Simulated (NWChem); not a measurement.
Molecule: C3H6OSi; SMILES O=C[SiH2]C=C

```xyz
11

C      0.5595    -2.3965    -0.3244
C      0.5277    -1.2408     0.3523
Si    -0.8559    -0.0006     0.1989
C     -0.1399     1.7388    -0.2644
O      0.9263     2.1174     0.1855
H     -0.2336    -2.6895    -1.0103
H      1.3810    -3.1046    -0.2242
H      1.3592    -1.0067     1.0184
H     -1.5745     0.2063     1.4880
H     -1.8358    -0.4401    -0.8333
H     -0.7223     2.4187    -0.9370
```
Atoms are numbered in this order, from 1.

Results from NWChem. Pople sets run with spherical d functions. Coordinates come from a B3LYP/6-31G* (spherical d) optimisation. Level: B3LYP/6-31G* with SMD (1 M gas to 1 M solution), gas-phase geometry. Reactions with the solvent are ignored.

Question: Predict the results for solvent water. Quantities: solvation free energy (kcal/mol); cavity-dispersion-structure term (kcal/mol); dipole in solution (D).

Answer: 
```json
{
  "solvation free energy (kcal/mol)": "0.5",
  "cavity-dispersion-structure term (kcal/mol)": "6.0",
  "dipole in solution (D)": "2.81"
}
```
